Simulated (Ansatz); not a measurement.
Frontier orbitals of `O=C[S][GaH2]`.

```xyz
7

O    -0.006    2.668    0.562
C     0.088    1.526    0.236
S    -0.939    0.234    0.927
Ga   -0.150   -1.512   -0.174
H     0.814    1.169   -0.518
H     0.999   -1.201   -1.184
H    -0.805   -2.883    0.152
```

Charge 0, multiplicity 1. Correlated methods include outer-core shells of Ga, which these sets cover unevenly. Scalar relativity is left out up to krypton. All single points use the PBE0-D4/def2-TZVP geometry. It is one conformer, not always the lowest. Basis def2-TZVPP, Ansatz 0.2.0.

Orbital energies of one run (eV). Highest occupied ones, from the top: -6.86, -7.40, -7.98, -8.56, -10.73, -11.05, -11.71, -12.94, -15.46, -20.05, -21.55, -21.63, -21.65, -21.69. Empty: -2.73, -1.78, -0.77, -0.07, 0.36, 2.20.

Which functional gave them?
A. B97M-V
B. r2SCAN0
C. PBE0
D. CAM-B3LYP

A. HOMO energies: B97M-V -6.86, r2SCAN0 -8.10, PBE0 -7.88, CAM-B3LYP -9.25 eV.
